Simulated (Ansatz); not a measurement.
Two shapes of singlet Li4F4.

Shape 1:

```xyz
8

Li   -0.8597   -0.8957   -0.8851
F    -0.9644   -0.9045    0.9321
F    -0.9933    0.9720   -0.9514
Li   -0.8254    0.8315    0.8239
F     0.9397   -0.9953   -0.9654
Li    0.8569   -0.9044    0.8447
Li    0.8854    0.8924   -0.8397
F     0.9017    0.9352    0.9404
```

Shape 2:

```xyz
8

Li   -0.9240   -0.9240   -0.9240
F    -1.0249   -1.0249    1.0249
F    -1.0249    1.0249   -1.0249
Li   -0.9240    0.9240    0.9240
F     1.0249   -1.0249   -1.0249
Li    0.9240   -0.9240    0.9240
Li    0.9240    0.9240   -0.9240
F     1.0249    1.0249    1.0249
```

Basis set: cc-pVDZ (spherical functions). Frozen core: 4 orbitals. Charge 0, multiplicity 1.

Computed with Ansatz (development build ahead of 0.2.0); each method stands on the lowest determinant of its kind that the runs found.

(1) Which shape is lower in energy, and by how much in each method?

## Answers

(1)

```tsv
method	E(2) − E(1) (eV)
RHF	0.381
RHF-MP2	0.194
```

Shape 1 is lower.
